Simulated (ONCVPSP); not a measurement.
Varying the ONCV potential for Ru

Base potential:

Ru (Z = 44), optimised norm-conserving Vanderbilt (ONCV), made with ONCVPSP 4.0.1 (PBEsol, scalar-relativistic). Core [Ar] 3d10, reference 4s2 4p6 4d7 5s0.75 5p0.25. Waves: 4s+5s: rc 1.85 bohr, ncon 3, nbas 7, qcut 7.5 1/bohr, 2 projectors; 4p+5p: rc 1.75 bohr, ncon 3, nbas 6, qcut 9.2 1/bohr, 3 projectors, debl 3.1 Ha; 4d: rc 1.35 bohr, ncon 4, nbas 9, qcut 6.8 1/bohr, 2 projectors, debl 3.8 Ha. Local part: polynomial inside 1.05 bohr (lpopt 3, dvloc0 1 Ha). Core correction: Teter function, fcfact 2.5, rcfact 1.25.

All-electron outer shells of the reference configuration (PBEsol, scalar-relativistic, ld1.x):

```json
{"shell": "3p", "level (eV)": "-447.37", "outermost node (bohr)": "0.16", "outermost maximum (bohr)": "0.36"}
{"shell": "3d", "level (eV)": "-273.55", "outermost node (bohr)": "–", "outermost maximum (bohr)": "0.30"}
{"shell": "4s", "level (eV)": "-76.75", "outermost node (bohr)": "0.48", "outermost maximum (bohr)": "0.92"}
{"shell": "4p", "level (eV)": "-46.82", "outermost node (bohr)": "0.49", "outermost maximum (bohr)": "0.98"}
{"shell": "4d", "level (eV)": "-5.64", "outermost node (bohr)": "0.48", "outermost maximum (bohr)": "1.21"}
{"shell": "5s", "level (eV)": "-4.57", "outermost node (bohr)": "1.24", "outermost maximum (bohr)": "2.73"}
{"shell": "5p", "level (eV)": "-1.11", "outermost node (bohr)": "1.41", "outermost maximum (bohr)": "3.82"}
```

Cutoffs, loose and tight: the cutoffs (Ha) at which the residual kinetic energy of the hardest occupied pseudo-wave falls to 1 and 0.1 mHa per electron. They do not see the model core or the augmentation charge, which bear on the density cutoff. Test errors are all-electron minus pseudo excitation energies from the reference, over the configurations 4s2 4p6 4d7 5s1 5p0; 4s2 4p6 4d7 5s0 5p0; 4s2 4p6 4d6 5s0 5p0; 4s1 4p6 4d7 5s1 5p0. A dash means not determined; rows that change the core or the reference have their own tests. The largest error is taken over the tests solved by every variant that gives reliable tests at all: 4s1 4p6 4d7 5s1 5p0; 4s2 4p6 4d7 5s0 5p0; 4s2 4p6 4d7 5s1 5p0.

| change | outcome | cutoff, loose | cutoff, tight | bound ghosts | GHOST(+) flags above zero | largest test error (meV) |
| --- | --- | --- | --- | --- | --- | --- |
| base | generated | 24 Ha | 105 Ha | none | s | -310 |
| s: rc 1.26 | generated | 25 Ha | 105 Ha | none | s | -71 |
| s: rc 1.94 | generated | 24 Ha | 105 Ha | none | s | -340 |
| s: rc 2.08 | generated | 24 Ha | 105 Ha | none | none | -397 |
| s: rc 2.44 | generated | 24 Ha | 105 Ha | none | none | -561 |
| s: rc 2.68 | generated | 24 Ha | 105 Ha | none | none | -599 |

Problem. What comes out with this change to the base: s: rc 2.26?

Solution. outcome: generated; cutoff, loose: 24 Ha; cutoff, tight: 105 Ha; bound ghosts: none; GHOST(+) flags above zero: none; largest test error (meV): -473.

Problem. What comes out with this change to the base: s: rc 1.46?

Solution. outcome: generated; cutoff, loose: 24 Ha; cutoff, tight: 105 Ha; bound ghosts: none; GHOST(+) flags above zero: s; largest test error (meV): -139.

Problem. What comes out with this change to the base: s: rc 1.68?

Solution. outcome: generated; cutoff, loose: 24 Ha; cutoff, tight: 105 Ha; bound ghosts: none; GHOST(+) flags above zero: s; largest test error (meV): -232.

Reading the sweep of the s radius (base included, trends over the rows without a ghost): The loose cutoff stays near 24 Ha.
